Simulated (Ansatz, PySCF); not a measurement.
C3H8FNSi, SMILES CC/N=C/[SiH2]F. Atoms are numbered in the order given.

```xyz
14

C     -3.0843    -0.9260     0.2840
C     -1.7963    -0.8973     1.0900
N     -0.6574    -0.7155     0.2260
C      0.1194     0.2723     0.4052
Si     1.5524     0.3816    -0.8070
F      2.4346     1.7072    -0.4594
H     -3.2589     0.0417    -0.2102
H     -3.9450    -1.1395     0.9349
H     -3.0338    -1.7001    -0.4956
H     -1.6672    -1.8688     1.5986
H     -1.8424    -0.1155     1.8772
H     -0.0465     1.0094     1.2243
H      2.4365    -0.8079    -0.6736
H      1.0425     0.5175    -2.1982
```
Charge 0, spin multiplicity 1.

Coordinates come from a PBE0-D3(BJ)/def2-SVP optimisation. The structure was generated by enumeration; whether it is a known compound was not checked. The values are those of a single conformer.

Two levels are set side by side: PBE-D3(BJ)/def2-SVP (Ansatz, a first-principles code) and PBE0-D3(BJ)/def2-SVP (Ansatz). Each level has its own optimised geometry; the coordinates shown are those of the second. Frequencies come from the Hessian of PySCF at each geometry. Differences are taken from unrounded values.

| quantity | PBE0-D3(BJ) |
|---|---|
| mean bond length (Å) | 1.334 |
| bond C1–C2 (Å) | 1.520 |
| bond C2–N3 (Å) | 1.441 |
| bond N3–C4 (Å) | 1.269 |
| bond C4–Si5 (Å) | 1.880 |
| bond Si5–F6 (Å) | 1.630 |
| bond C1–H7 (Å) | 1.101 |
| bond C1–H8 (Å) | 1.100 |
| bond C1–H9 (Å) | 1.100 |
| bond C2–H10 (Å) | 1.104 |
| bond C2–H11 (Å) | 1.110 |
| bond C4–H12 (Å) | 1.114 |
| bond Si5–H13 (Å) | 1.488 |
| bond Si5–H14 (Å) | 1.488 |
| highest harmonic wavenumber (cm⁻¹) | 3170 |
| mean harmonic wavenumber (cm⁻¹) | 1309 |
| zero-point energy (kcal/mol) | 67.39 |

**Question.** What does PBE-D3(BJ) give, and how far is it from PBE0-D3(BJ)? (An estimate is asked for; the answer gives what the named calculation found.)

**Answer.** 
```json
[
 {"quantity": "mean bond length (Å)", "PBE-D3(BJ)": "1.345", "PBE-D3(BJ) minus PBE0-D3(BJ)": "0.010"},
 {"quantity": "bond C1–C2 (Å)", "PBE-D3(BJ)": "1.530", "PBE-D3(BJ) minus PBE0-D3(BJ)": "0.010"},
 {"quantity": "bond C2–N3 (Å)", "PBE-D3(BJ)": "1.451", "PBE-D3(BJ) minus PBE0-D3(BJ)": "0.010"},
 {"quantity": "bond N3–C4 (Å)", "PBE-D3(BJ)": "1.282", "PBE-D3(BJ) minus PBE0-D3(BJ)": "0.012"},
 {"quantity": "bond C4–Si5 (Å)", "PBE-D3(BJ)": "1.890", "PBE-D3(BJ) minus PBE0-D3(BJ)": "0.010"},
 {"quantity": "bond Si5–F6 (Å)", "PBE-D3(BJ)": "1.644", "PBE-D3(BJ) minus PBE0-D3(BJ)": "0.015"},
 {"quantity": "bond C1–H7 (Å)", "PBE-D3(BJ)": "1.109", "PBE-D3(BJ) minus PBE0-D3(BJ)": "0.008"},
 {"quantity": "bond C1–H8 (Å)", "PBE-D3(BJ)": "1.108", "PBE-D3(BJ) minus PBE0-D3(BJ)": "0.008"},
 {"quantity": "bond C1–H9 (Å)", "PBE-D3(BJ)": "1.108", "PBE-D3(BJ) minus PBE0-D3(BJ)": "0.008"},
 {"quantity": "bond C2–H10 (Å)", "PBE-D3(BJ)": "1.113", "PBE-D3(BJ) minus PBE0-D3(BJ)": "0.009"},
 {"quantity": "bond C2–H11 (Å)", "PBE-D3(BJ)": "1.120", "PBE-D3(BJ) minus PBE0-D3(BJ)": "0.010"},
 {"quantity": "bond C4–H12 (Å)", "PBE-D3(BJ)": "1.125", "PBE-D3(BJ) minus PBE0-D3(BJ)": "0.011"},
 {"quantity": "bond Si5–H13 (Å)", "PBE-D3(BJ)": "1.500", "PBE-D3(BJ) minus PBE0-D3(BJ)": "0.012"},
 {"quantity": "bond Si5–H14 (Å)", "PBE-D3(BJ)": "1.500", "PBE-D3(BJ) minus PBE0-D3(BJ)": "0.012"},
 {"quantity": "highest harmonic wavenumber (cm⁻¹)", "PBE-D3(BJ)": "3080", "PBE-D3(BJ) minus PBE0-D3(BJ)": "-90"},
 {"quantity": "mean harmonic wavenumber (cm⁻¹)", "PBE-D3(BJ)": "1263", "PBE-D3(BJ) minus PBE0-D3(BJ)": "-46"},
 {"quantity": "zero-point energy (kcal/mol)", "PBE-D3(BJ)": "65.00", "PBE-D3(BJ) minus PBE0-D3(BJ)": "-2.38"}
]
```

GGA bonds tend to be longer and softer than those of functionals with exact exchange. Differences between two approximate levels are no errors against the true value.
